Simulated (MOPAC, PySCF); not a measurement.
H₂BCl₂N, SMILES `NB(Cl)Cl`, neutral singlet in the gas phase. 

Cartesian coordinates (Å):
SMILES: NB(Cl)Cl
```xyz
6

N     -0.7740    -0.2307     0.0183
B      0.5495     0.1637    -0.0134
Cl     0.9695     1.8423    -0.3528
Cl     1.8338    -1.0068     0.2865
H     -1.0484    -1.1788     0.2090
H     -1.5305     0.4103    -0.1476
```
Charge 0, multiplicity 1.

All levels are single points at this geometry (CAM-B3LYP-D3(BJ)/def2-TZVP); Pople sets use spherical d functions. Orbital energies aren't observables, and empty levels follow the basis.

```csv
level,HOMO (eV),LUMO (eV),gap (eV),dipole (D),"vertical IE, Delta-SCF (eV)"
CAM-B3LYP-D3(BJ)/def2-TZVP in PySCF,-9.99,1.37,11.36,2.82,10.98
PBE-D3(BJ)/def2-TZVP in PySCF,-7.17,-0.81,6.36,2.80,–
TPSSh-D3(BJ)/def2-TZVP in PySCF,-7.81,-0.27,7.54,2.84,10.54
B3LYP/3-21G in PySCF,-8.24,0.34,8.58,3.85,–
B3LYP/6-31G* in PySCF,-8.12,0.29,8.40,3.19,10.63
B3LYP/LANL2DZ in PySCF,-8.42,0.13,8.55,3.66,–
BP86/6-31G* in PySCF,-7.07,-0.60,6.47,3.21,–
SVWN5/6-31G* in PySCF,-7.08,-0.74,6.35,3.25,–
HF/3-21G in PySCF,-12.15,4.27,16.42,3.95,–
HF/6-31G* in PySCF,-11.94,4.37,16.31,3.19,9.99
PM3 in MOPAC,-9.91,0.95,10.86,3.56,–
PM6 in MOPAC,-10.80,-0.40,10.40,3.39,–
PM7 in MOPAC,-10.89,-0.94,9.95,4.13,–
```
